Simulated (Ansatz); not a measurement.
Stepwise reaction of `S[SiH](S)S` with hydrogen fluoride, as a gas-phase model of exchange steps in deposition or etching. ΔE in kJ/mol.

Computed with Ansatz on PBE0-D4/def2-TZVP structures; ΔE is electronic, products minus reactants. CCSD(T)/CBS adds triple-zeta CCSD(T) − MP2 to the extrapolated MP2 energy (def2 sets, frozen cores). This one scheme is used for every species. Functionals use def2-TZVPP. B3LYP here is the variant with VWN-RPA as its local correlation; programs differ in this. One conformer a species, not always the lowest.

```
step                                 reaction  PBE-D4  B3LYP-D4  ωB97M-V  CCSD(T)/CBS
   1  `S[SiH](S)S` + H–F → `F[SiH](S)S` + H₂S   -64.7     -78.9    -80.4        -73.6
   2  `F[SiH](S)S` + H–F → `F[SiH](F)S` + H₂S   -73.2     -89.1    -89.2        -84.7
   3  `F[SiH](F)S` + H–F → `F[SiH](F)F` + H₂S   -82.1     -97.7    -97.3        -96.2
```

Task: By hand: ΔE of the 3 steps together at CCSD(T)/CBS.

Result: (-73.6) + (-84.7) + (-96.2) = -254.5 kJ/mol, or -84.8 kJ/mol a step.

In ΔE each step is lower than the one before. All are downhill at CCSD(T)/CBS. PBE-D4 differs from CCSD(T)/CBS by 8.9 to 14.1 kJ/mol a step. Isolated molecules leave out the surface, adducts and barriers. Largest T1 diagnostic: 0.012.
